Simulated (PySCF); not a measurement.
SMILES C(C(C)C)CC(F)(F)F (C6H11F3) at its GFN2-xTB optimised geometry (Å):

```
20

C     -1.8564    -2.6647     2.4477
C     -2.1814    -1.1751     2.3661
C     -3.6948    -0.9726     2.3258
C     -1.5490    -0.5222     1.1321
C     -0.0199    -0.5250     1.1691
C      0.5480     0.2498     0.0000
F      1.8926     0.2498     0.0000
F      0.1722     1.5385     0.0000
F      0.1716    -0.2544    -1.1857
H     -2.3838    -3.1163     3.2845
H     -2.1670    -3.1708     1.5360
H     -0.7926    -2.8325     2.5938
H     -1.7880    -0.6802     3.2612
H     -4.1182    -1.4603     1.4504
H     -4.1595    -1.3969     3.2123
H     -3.9422     0.0854     2.2829
H     -1.8874    -1.0435     0.2340
H     -1.8926     0.5129     1.0673
H      0.3778    -1.5385     1.1064
H      0.3470    -0.0546     2.0834
```

Calculation: PySCF with CAM-B3LYP/def2-SVP. Cells within 0.4 Å of a nucleus heavier than hydrogen are left out (blank, or x).

Map of the electron localisation function on the plane z = 0.0 Å:

```
|0000000000000000000000000000000|
|0000000000000000000000000000000|
|0000000000000000000000000000000|
|0000000000000000000000000000000|
|0000000000000000110000000000000|
|0000000000000122332100000000000|
|0000000000002345665420000000000|
|0000000000014678887520000000000|
|000000000003578xx88620000000000|
|000000000003688xxx8500022100000|
|000001220001688xx77200354210000|
|0000024420003677885114776420000|
|0000023541000246874347888531000|
|0000012331000024xxx677xx8631000|
|0000001121000023xxx78xxx8731000|
|0000001222100135xxx67xxx8631000|
|0000024666300025643457888631000|
|0000269999710013442226786420000|
|0000499999830001111003554310000|
|0000499999940000000000222100000|
|0000399999940000000000000000000|
|0000179999820000000000000000000|
|0000037998510000121000000000000|
|0000001232100000222100000000000|
|0000000000000000111000000000000|
|0000000000000000000000000000000|
|0000000000000000000000000000000|
|0000000000000000000000000000000|
|0000000000000000000000000000000|
|0000000000000000000000000000000|
|0000000000000000000000000000000|
```
Scale: ten equal steps from 0.000 (start of '0') to 0.999 (end of '9'), in the order '0123456789'; x runs from -4.00 to 4.00, y from -4.00 (bottom) to 4.00 (top).
